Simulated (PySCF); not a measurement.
Sn(F)(NH2) (FH2NSn), SMILES [NH2][Sn][F] (connectivity only; charge and spin as stated), neutral, multiplicity 1.

Coordinates come from a PBE-D3(BJ)/def2-TZVP optimisation. The def2 effective core potentials stand for the cores of Sn; spin–orbit coupling is left out. One conformer was computed; it need not be the lowest.

Method: IEF-PCM-M06-2X/def2-SVP run with PySCF.

The values are the electrostatic part of the solvation free energy, E(continuum) − E(gas) at the gas-phase geometry, in a cavity of scaled van der Waals radii (PySCF's table); cavitation and dispersion terms are not included. A continuum can't describe solvent molecules that bind to the metal. In vacuum the orbital gap is 7.69 eV. The dipole moment in vacuum is 3.01 D.

Problem. Estimate the values in water (ε = 78.36), acetone (ε = 20.49), diethylether (ε = 4.24). (An estimate is asked for; the answer gives what the named calculation found.)

Solution. 
| solvent | ε | ΔG(elec) (kcal/mol) | dipole (D) | gap (eV) |
|---|---|---|---|---|
| water | 78.36 | -6.6 | 3.73 | 7.77 |
| acetone | 20.49 | -6.3 | 3.69 | 7.77 |
| diethylether | 4.24 | -4.6 | 3.50 | 7.75 |
